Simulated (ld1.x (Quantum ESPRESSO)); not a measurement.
# Sn (Z = 50), TM: configuration errors across variants

| Quantity | Value |
| --- | --- |
| Element | Sn |
| Generator | ld1.x (Quantum ESPRESSO) 7.5 |
| Type | norm-conserving Troullier–Martins (Kleinman–Bylander form) |
| Functional | PW91 |
| Relativity | scalar-relativistic |
| Frozen core | [Ar] 3d10 4s2 |
| Valence charge | 20 |
| Reference configuration | 4p6 4d10 5s1.75 5p2.25 |
| Partial waves | 4p (bound): rc 1.40 bohr; 4d (bound): rc 1.05 bohr; 5s (bound): rc 1.95 bohr |
| Local potential | the s channel |
| Core correction | none |

Occupied shells without a wave of their own: 5p. They enter only through the test configuration that unscreens the potential.

All-electron excitation energies from the reference (eV): (1) 4p6 4d10 5s2 5p2 -1.728; (2) 4p6 4d10 5s2 5p1 5.204; (3) 4p6 4d10 5s2 5p0 19.234; (4) 4p6 4d9 5s2 5p3 22.728; (5) 4p6 4d10 5s1 5p0 50.308; (6) 4p6 4d10 5s1 5p3 5.277.

For the base: The 5p level has no wave, so the channel is fitted at the deeper level alone: the likely source of the large errors.

On the changes marked as counting shells twice: ld1.x takes every shell without a wave as core, so the model core holds the marked electrons as well and exchange and correlation see them twice. This cancels in the reference configuration, but the file is broken for other ones, and its errors say nothing about a proper core correction.

Tests that are not counted but printed errors over 1 eV. “wave 4p (bound): rc 1.40 bohr becomes 4p (bound): rc 1.02 bohr”: 4p6 4d10 5s2 5p1 (pseudo-atom not self-consistent, printed error +2.3 eV).

2 further variants failed, have other tests or too few solved ones, and are left out.

The file “base” misses its own reference levels by 1.3 eV. The file “core correction a·sin(br)/r model core inside 0.50 bohr (5p counted twice)” misses its own reference levels by 1.3 eV. The file “wave 4p (bound): rc 1.40 bohr becomes 4p (bound): rc 1.02 bohr” misses its own reference levels by 1.3 eV. The file “all radii scaled by about 1.05 (s 2.06, p 1.48, d 1.10 bohr)” misses its own reference levels by 1.3 eV. The file “wave 4d (bound): rc 1.05 bohr becomes 4d (bound): rc 0.74 bohr” misses its own reference levels by 1.3 eV. The file “wave 4d (bound): rc 1.05 bohr becomes 4d (bound): rc 1.36 bohr” misses its own reference levels by 1.3 eV. The file “all radii scaled by about 1.09 (s 2.12, p 1.52, d 1.14 bohr)” misses its own reference levels by 1.3 eV.

Errors AE − PS in meV (a dash: test not solved or not reliable):

| change | (1) | (2) | (3) | (4) | (5) | (6) | bound ghosts |
| --- | --- | --- | --- | --- | --- | --- | --- |
| base | +318 | +2267 | +5425 | -1663 | +7549 | -1099 | none |
| core correction a·sin(br)/r model core inside 0.50 bohr (5p counted twice) | +316 | +2154 | +4942 | -1710 | +6639 | -1112 | none |
| wave 4p (bound): rc 1.40 bohr becomes 4p (bound): rc 1.02 bohr | +319 | – | +5451 | -1675 | +7586 | -1104 | none |
| all radii scaled by about 1.05 (s 2.06, p 1.48, d 1.10 bohr) | +318 | +2265 | +5421 | -1662 | +7543 | -1098 | none |
| wave 4d (bound): rc 1.05 bohr becomes 4d (bound): rc 0.74 bohr | +318 | +2267 | +5425 | -1659 | +7549 | -1099 | none |
| wave 4d (bound): rc 1.05 bohr becomes 4d (bound): rc 1.36 bohr | +318 | +2267 | +5425 | -1660 | +7549 | -1098 | none |
| all radii scaled by about 1.09 (s 2.12, p 1.52, d 1.14 bohr) | +317 | +2258 | +5404 | -1654 | +7521 | -1094 | none |

**Question.** Give the same row for: wave 5s (bound): rc 1.95 bohr becomes 5s (bound): rc 2.46 bohr.

**Answer.** +314, +2242, +5378, -1624, +7505, -1090; bound ghosts: none.
